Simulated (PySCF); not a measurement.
Isomers of C8H11F, mass 126.084 u with the commonest isotopes. Method used: PBE0/pcSseg-1 in PySCF (dipole) on a GFN2-xTB geometry, gas phase. One conformer each, none proved a minimum here; rigid rotors.

**Question.** Order these by rotational constant B, largest first.
A. `[CH2:1]=[C:2]=[CH:3][C@H:4](/[CH:5]=[CH:6]\[CH3:7])[CH2:8][F:9]` with C2–C3–C4–C5 -120°, C3–C4–C5–C6 102°, C3–C4–C8–F9 60°
B. `[CH2:1]=[CH:2][C:3](=[CH2:4])[C:5](=[CH2:6])[CH2:7][CH2:8][F:9]` with C1–C2–C3–C4 175°, C2–C3–C5–C6 -65°, C3–C5–C7–C8 -69°, C5–C7–C8–F9 177°
C. `[CH:1]#[C:2][C@H:3]([CH2:4][F:5])/[C:6]([CH3:7])=[CH:8]/[CH3:9]` with C2–C3–C4–F5 71°, C2–C3–C6–C7 55°
D. `[CH2:1]=[C:2]=[CH:3][C@@H:4]1[CH2:5][C@H:6]([CH3:7])[C@H:8]1[F:9]` with C2–C3–C4–C5 -130°, C3–C4–C5–C6 -132°, C4–C5–C6–C7 133°, C5–C6–C8–F9 -131°, C3–C4–C8–C6 133°
E. `[F:1][CH2:2][C@H:3]1[C@@H:4]2[CH:5]=[CH:6][C@H:7]1[CH2:8][CH2:9]2` with F1–C2–C3–C4 170°

**Answer.** A (1353 MHz), E (1312 MHz), B (1013 MHz), C (985.9 MHz), D (857.0 MHz).

**Question.** Order these by rotational constant C, smallest first.
A. `[F:1][CH2:2][C@H:3]1[C@@H:4]2[CH:5]=[CH:6][C@H:7]1[CH2:8][CH2:9]2` with F1–C2–C3–C4 170°
B. `[CH:1]#[C:2][C@H:3]([CH2:4][F:5])/[C:6]([CH3:7])=[CH:8]/[CH3:9]` with C2–C3–C4–F5 71°, C2–C3–C6–C7 55°
C. `[CH2:1]=[C:2]=[CH:3][C@H:4](/[CH:5]=[CH:6]\[CH3:7])[CH2:8][F:9]` with C2–C3–C4–C5 -120°, C3–C4–C5–C6 102°, C3–C4–C8–F9 60°
D. `[CH2:1]=[CH:2][C:3](=[CH2:4])[C:5](=[CH2:6])[CH2:7][CH2:8][F:9]` with C1–C2–C3–C4 175°, C2–C3–C5–C6 -65°, C3–C5–C7–C8 -69°, C5–C7–C8–F9 177°
E. `[CH2:1]=[C:2]=[CH:3][C@@H:4]1[CH2:5][C@H:6]([CH3:7])[C@H:8]1[F:9]` with C2–C3–C4–C5 -130°, C3–C4–C5–C6 -132°, C4–C5–C6–C7 133°, C5–C6–C8–F9 -131°, C3–C4–C8–C6 133°

**Answer.** E (738.8 MHz), C (763.4 MHz), B (817.5 MHz), D (985.1 MHz), A (1258 MHz).

**Question.** Order these by out-of-plane moment Σ m c² = (Ia + Ib − Ic)/2, largest first.
A. `[CH2:1]=[C:2]=[CH:3][C@H:4](/[CH:5]=[CH:6]\[CH3:7])[CH2:8][F:9]` with C2–C3–C4–C5 -120°, C3–C4–C5–C6 102°, C3–C4–C8–F9 60°
B. `[CH:1]#[C:2][C@H:3]([CH2:4][F:5])/[C:6]([CH3:7])=[CH:8]/[CH3:9]` with C2–C3–C4–F5 71°, C2–C3–C6–C7 55°
C. `[CH2:1]=[C:2]=[CH:3][C@@H:4]1[CH2:5][C@H:6]([CH3:7])[C@H:8]1[F:9]` with C2–C3–C4–C5 -130°, C3–C4–C5–C6 -132°, C4–C5–C6–C7 133°, C5–C6–C8–F9 -131°, C3–C4–C8–C6 133°
D. `[CH2:1]=[CH:2][C:3](=[CH2:4])[C:5](=[CH2:6])[CH2:7][CH2:8][F:9]` with C1–C2–C3–C4 175°, C2–C3–C5–C6 -65°, C3–C5–C7–C8 -69°, C5–C7–C8–F9 177°
E. `[F:1][CH2:2][C@H:3]1[C@@H:4]2[CH:5]=[CH:6][C@H:7]1[CH2:8][CH2:9]2` with F1–C2–C3–C4 170°

**Answer.** D (113.08 u·Å²), E (76.85 u·Å²), B (57.77 u·Å²), A (34.99 u·Å²), C (30.85 u·Å²).

| SMILES | point group | Ia (u·Å²) | Ib (u·Å²) | Ic (u·Å²) | κ | μa (D) | μb (D) | μc (D) |
| --- | --- | --- | --- | --- | --- | --- | --- | --- |
| FC[C@H]1[C@@H]2C=C[C@H]1CC2 | C1 | 170.40 | 385.12 | 401.82 | -0.94 | 1.53 | 1.09 | 0.44 |
| C=C=C[C@H](/C=C\C)CF | C1 | 358.54 | 373.41 | 661.97 | 0.83 | 0.42 | 1.37 | 1.43 |
| C#C[C@H](CF)/C(C)=C/C | C1 | 221.15 | 512.62 | 618.23 | -0.77 | 2.25 | 0.15 | 0.90 |
| C=CC(=C)C(=C)CCF | C1 | 240.32 | 498.87 | 513.04 | -0.95 | 1.71 | 0.03 | 0.38 |
| C=C=C[C@@H]1C[C@H](C)[C@H]1F | C1 | 156.04 | 589.71 | 684.05 | -0.91 | 0.24 | 1.64 | 0.16 |
